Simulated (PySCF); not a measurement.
# Spinor energies of Ar⁺ (argon, charge +1)

Start: [Ne] 3s2 3p4 4s1; 3p1/2 filled at m_j = +1/2; 3p3/2 filled at m_j = -1/2, +1/2, +3/2; 4s1/2 filled at m_j = +1/2. Calculated with PySCF 2.14 in x2c-SVPall-2c with one added diffuse shell each of s, p type (5s5p1d, 25 functions): generalised Hartree-Fock with the X2C-1e Hamiltonian and a Gaussian nucleus; one run each with spin-orbit coupling (SO) switched off, then screened by Boettger's factors. This is a chosen level, not necessarily the ground level.

| spinor shell | electrons | ε, spin-free (eV) | ε, screened SO (eV) | weight of nominal j (screened SO) | rms radius, screened SO (bohr) |
| --- | --- | --- | --- | --- | --- |
| 1s1/2 | 2 | -3261.5 | -3261.4 | 1.000 | 0.0993 |
| 2s1/2 | 2 | -359.49 | -359.47 | 1.000 | 0.446 |
| 2p1/2 | 2 | -282.42 | -284.36 | 0.939 | 0.415 |
| 2p3/2 | 4 | -282.42 | -281.42 | 0.970 | 0.417 |
| 3s1/2 | 2 | -52.119 | -52.110 | 1.000 | 1.44 |
| 3p3/2 | 3 | -34.852 | -35.740 | 0.647 | 1.63 |
| 3p1/2 | 1 | -34.852 | -32.233 | 0.655 | 1.65 |
| 4s1/2 | 1 | -10.347 | -10.345 | 1.000 | 3.82 |

```json
{"quantity": "E (hartree)", "spin-free": "-527.27632", "screened SO": "-527.28001"}
{"quantity": "M_J", "spin-free": "5/2", "screened SO": "5/2"}
{"quantity": "⟨J²⟩", "spin-free": "8.757", "screened SO": "8.758"}
{"quantity": "⟨L²⟩", "spin-free": "2.005", "screened SO": "2.015"}
{"quantity": "⟨S²⟩", "spin-free": "3.752", "screened SO": "3.744"}
```

Each row is a mean over spinors that exchange with the open shell spreads, by up to 8.227 eV (3s1/2).

Rows whose weight is well below 1 are mixtures of j = l ± 1/2: exchange outweighs spin-orbit coupling there, and the label is only the starting occupation.

Without spin-orbit coupling the j labels of p, d and f shells carry no meaning; the spin-free column gives the mean over the occupied spinors of each nl shell.
